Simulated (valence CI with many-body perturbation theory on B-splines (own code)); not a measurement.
# E1 line list for In36+

Computed by relativistic CI+MBPT: three valence electrons over a frozen Dirac-Fock core [Ne], radial functions for each j: 11 s, 11 p, 9 d, 7 f, 5 g, 2 h, 1 i, with the one-electron correlation potential Σ1, the two-electron term Σ2, the three-electron term Σ3, Breit, model QED; selected CI, second order for the rest (own B-spline code, finite nucleus).

The last digits are not significant, and no measured levels were compared; by estimate large intervals hold to a few tenths of a per cent, small ones and those within an open d or f shell to about a per cent.

Lines 1 to 50 of 271 in falling wavelength, among levels below 477.36 eV, chosen from the strongest by gf and those to the six lowest levels. Wavelengths and rates use the calculated energies. Electric multipoles are in the length gauge, E1 and E2 with the static RPA response of the core. Weak lines are less certain than strong ones. Lines between different terms over intervals too small for the method are left out, as are lines whose strength nearly cancels. The highest levels of a list are the least certain.

Levels are named by their leading jj configuration (3d3/2^4 stands for four electrons in 3d with j = 3/2), which in mixed levels can hold well under half, so a name can repeat and another be missing. Letters in brackets count levels of one name in rising energy.

```tsv
λ vac (nm)	Upper	Lower	A (s⁻¹)	S (a.u.) with core polarisation	S without
36.15	(3s 3p1/2^2) J=1/2	(3s^2 3p3/2) J=3/2	2.25e+07	1.05e-03	1.07e-03
19.81	(3p1/2 3p3/2 3d3/2) J=7/2	(3s 3p3/2 3d3/2) J=5/2 [b]	1.54e+09	4.73e-02	4.84e-02
17.33	(3p1/2 3p3/2 3d5/2) J=7/2 [b]	(3s 3p3/2 3d5/2) J=5/2 [b]	3.17e+09	6.52e-02	6.67e-02
17.08	(3s 3p1/2 3p3/2) J=3/2 [a]	(3s^2 3p3/2) J=3/2	4.84e+08	4.76e-03	4.87e-03
16.84	(3p1/2 3p3/2 3d5/2) J=9/2	(3s 3p3/2 3d5/2) J=7/2 [b]	2.48e+09	5.84e-02	5.98e-02
15.12	(3s 3p1/2 3p3/2) J=5/2	(3s^2 3p3/2) J=3/2	3.54e+09	3.62e-02	3.71e-02
14.81	(3p1/2 3p3/2 3d5/2) J=9/2	(3s 3p3/2 3d5/2) J=7/2 [a]	6.42e+09	1.03e-01	1.05e-01
14.70	(3p1/2 3p3/2 3d5/2) J=7/2 [b]	(3s 3p3/2 3d5/2) J=7/2 [b]	2.99e+09	3.75e-02	3.83e-02
14.32	(3p1/2 3p3/2 3d3/2) J=5/2	(3s 3p3/2 3d3/2) J=5/2 [a]	4.53e+09	3.94e-02	4.03e-02
14.31	(3s 3p1/2^2) J=1/2	(3s^2 3p1/2) J=1/2	7.00e+09	2.02e-02	2.07e-02
13.90	(3p1/2^2 3d3/2) J=3/2	(3s 3p1/2 3d3/2) J=3/2 [b]	6.68e+09	3.54e-02	3.62e-02
13.86	(3p1/2^2 3d3/2) J=3/2	(3s 3p1/2 3d3/2) J=1/2	7.71e+09	4.05e-02	4.14e-02
13.78	(3p1/2 3p3/2^2) J=1/2	(3s 3p3/2^2) J=1/2	1.34e+10	3.45e-02	3.53e-02
13.75	(3p1/2^2 3p3/2) J=3/2	(3s 3p1/2 3p3/2) J=3/2 [b]	4.43e+09	2.28e-02	2.33e-02
13.56	(3p1/2 3p3/2 3d3/2) J=3/2 [a]	(3s 3p3/2 3d3/2) J=3/2 [a]	8.25e+09	4.06e-02	4.15e-02
13.49	(3p1/2 3p3/2 3d3/2) J=7/2	(3s 3p3/2 3d3/2) J=7/2	6.41e+09	6.21e-02	6.35e-02
13.40	(3p1/2 3p3/2 3d5/2) J=5/2 [c]	(3s 3p3/2 3d5/2) J=7/2 [b]	6.92e+09	4.93e-02	5.04e-02
13.35	(3p1/2 3p3/2 3d5/2) J=3/2 [a]	(3s 3p3/2 3d5/2) J=5/2 [a]	9.14e+09	4.29e-02	4.39e-02
13.31	(3p1/2 3p3/2 3d3/2) J=7/2	(3s 3p3/2 3d3/2) J=5/2 [a]	3.65e+09	3.40e-02	3.48e-02
12.95	(3s 3p1/2 3p3/2) J=3/2 [b]	(3s^2 3p3/2) J=3/2	4.33e+09	1.85e-02	1.89e-02
12.94	(3p1/2 3p3/2 3d5/2) J=5/2 [a]	(3s 3p3/2 3d5/2) J=3/2 [a]	4.77e+09	3.06e-02	3.13e-02
12.78	(3p1/2 3p3/2^2) J=3/2 [a]	(3s 3p3/2^2) J=5/2	1.07e+10	4.41e-02	4.51e-02
12.62	(3p1/2 3p3/2 3d5/2) J=5/2 [b]	(3s 3p3/2 3d5/2) J=5/2 [a]	9.63e+09	5.74e-02	5.87e-02
12.49	(3p1/2^2 3d5/2) J=5/2	(3s 3p1/2 3d5/2) J=5/2 [b]	1.49e+10	8.59e-02	8.78e-02
12.36	(3s 3p1/2 3d5/2) J=5/2 [b]	(3s 3p3/2^2) J=5/2	8.35e+09	4.67e-02	4.77e-02
12.28	(3p1/2 3p3/2 3d5/2) J=5/2 [b]	(3s 3p3/2 3d5/2) J=3/2 [a]	7.88e+09	4.32e-02	4.42e-02
12.09	(3p1/2^2 3d5/2) J=5/2	(3p1/2 3p3/2^2) J=3/2 [a]	8.30e+09	4.34e-02	4.43e-02
12.08	(3p1/2 3p3/2 3d5/2) J=5/2 [c]	(3s 3p3/2 3d5/2) J=7/2 [a]	9.23e+09	4.82e-02	4.92e-02
12.07	(3p1/2 3p3/2 3d5/2) J=7/2 [a]	(3s 3p3/2 3d5/2) J=9/2	2.24e+10	1.56e-01	1.59e-01
11.96	(3s 3p1/2 3d3/2) J=3/2 [a]	(3s 3p1/2 3p3/2) J=3/2 [b]	4.20e+09	1.42e-02	1.45e-02
11.95	(3p1/2^2 3d5/2) J=5/2	(3s 3p1/2 3d5/2) J=7/2	2.92e+10	1.47e-01	1.51e-01
11.93	(3p1/2^2 3p3/2) J=3/2	(3s 3p1/2 3p3/2) J=5/2	2.67e+10	8.94e-02	9.14e-02
11.91	(3p1/2 3p3/2 3d3/2) J=5/2	(3p1/2 3p3/2^2) J=5/2	7.45e+09	3.73e-02	3.81e-02
11.89	(3s 3p1/2 3p3/2) J=1/2	(3s^2 3p3/2) J=3/2	8.98e+09	1.49e-02	1.52e-02
11.80	(3p1/2^2 3d3/2) J=3/2	(3s 3p1/2 3d3/2) J=5/2	3.12e+10	1.01e-01	1.03e-01
11.73	(3p1/2 3p3/2 3d5/2) J=5/2 [a]	(3s 3p3/2 3d3/2) J=7/2	1.88e+10	8.99e-02	9.19e-02
11.71	(3p1/2^2 3d5/2) J=5/2	(3s 3p1/2 3d3/2) J=3/2 [b]	7.89e+09	3.76e-02	3.84e-02
11.48	(3p1/2 3p3/2 3d5/2) J=9/2	(3s 3p3/2 3d5/2) J=9/2	2.02e+10	1.50e-01	1.54e-01
11.35	(3s 3p1/2 3d3/2) J=5/2	(3s 3p1/2 3p3/2) J=3/2 [b]	2.30e+08	9.96e-04	1.02e-03
11.20	(3p1/2^2 3d3/2) J=3/2	(3s 3p1/2 3d3/2) J=3/2 [a]	1.48e+10	4.10e-02	4.19e-02
11.20	(3p1/2 3p3/2 3d3/2) J=3/2 [b]	(3s 3p3/2 3d3/2) J=5/2 [a]	1.58e+10	4.39e-02	4.49e-02
11.19	(3p1/2 3p3/2 3d5/2) J=5/2 [b]	(3s 3p3/2 3d3/2) J=7/2	8.74e+09	3.62e-02	3.71e-02
11.18	(3s 3d3/2 3d5/2) J=7/2 [b]	(3s 3p3/2 3d5/2) J=5/2 [b]	9.77e+09	5.40e-02	5.51e-02
10.94	(3p1/2^2 3p3/2) J=3/2	(3s 3p1/2 3p3/2) J=3/2 [a]	8.54e+09	2.21e-02	2.26e-02
10.56	(3s 3p1/2 3d3/2) J=3/2 [a]	(3s 3p1/2 3p3/2) J=5/2	5.29e+09	1.23e-02	1.26e-02
10.14	(3s 3p1/2 3d5/2) J=5/2 [a]	(3s 3p1/2 3p3/2) J=3/2 [b]	1.29e+07	3.98e-05	3.94e-05
10.08	(3s 3p1/2 3d3/2) J=5/2	(3s 3p1/2 3p3/2) J=5/2	1.96e+09	5.94e-03	6.06e-03
9.932	(3s 3p1/2 3d3/2) J=1/2	(3s 3p1/2 3p3/2) J=3/2 [b]	4.48e+07	4.33e-05	4.37e-05
9.922	(3s 3p1/2 3p3/2) J=3/2 [a]	(3s^2 3p1/2) J=1/2	2.30e+08	4.43e-04	4.52e-04
9.908	(3s 3p1/2 3d3/2) J=3/2 [b]	(3s 3p1/2 3p3/2) J=3/2 [b]	5.59e+09	1.07e-02	1.10e-02
```
